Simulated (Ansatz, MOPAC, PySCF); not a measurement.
Torsion H4–C1–Te2–Br3 in CH3BrTe (SMILES C[Te]Br); at each angle all else is relaxed with GFN2-xTB, and the levels are single points there.
Geometry at 60° (charge 0, multiplicity 1):
```json
[
 {"atom": "C", "x (Å)": "-0.6932", "y (Å)": "-0.0463", "z (Å)": "0.0132"},
 {"atom": "Te", "x (Å)": "0.9783", "y (Å)": "1.3137", "z (Å)": "-0.0603"},
 {"atom": "Br", "x (Å)": "2.6125", "y (Å)": "-0.4121", "z (Å)": "0.6378"},
 {"atom": "H", "x (Å)": "-0.8143", "y (Å)": "-0.4487", "z (Å)": "1.0115"},
 {"atom": "H", "x (Å)": "-1.5699", "y (Å)": "0.5281", "z (Å)": "-0.2542"},
 {"atom": "H", "x (Å)": "-0.5602", "y (Å)": "-0.8550", "z (Å)": "-0.6950"}
]
```

On the grid 0° to 120°, 0° is the highest and 60° the lowest point at MP2/CBS(def2-TZVPP, def2-QZVPP) + ΔCCSD(T)/def2-TZVPP.

Frozen-core correlation. Filled d and f shells under p-block atoms count as core. Rows in 3-21G carry no dispersion term and start afresh at each structure; the Pople sets are all-electron and without relativity. The state reached by AM1 isn't checked.

The values were computed with Ansatz (an electronic-structure program) with Gaussian orbitals; MOPAC for AM1 (differences of heats of formation); PySCF for 3-21G rows.  In def2 rows elements past Kr take small-core potentials, without spin–orbit coupling.

Problem. Give the energy at 0° less that at 60° at the level B3LYP/3-21G.

Solution. 27 meV

Problem. Estimate the energy at 0° less that at 60° that SCS-MP2/def2-TZVPP returns for this input.

Solution. 55 meV

Problem. Give the energy at 0° less that at 60° at the level AM1.

Solution. 22 meV
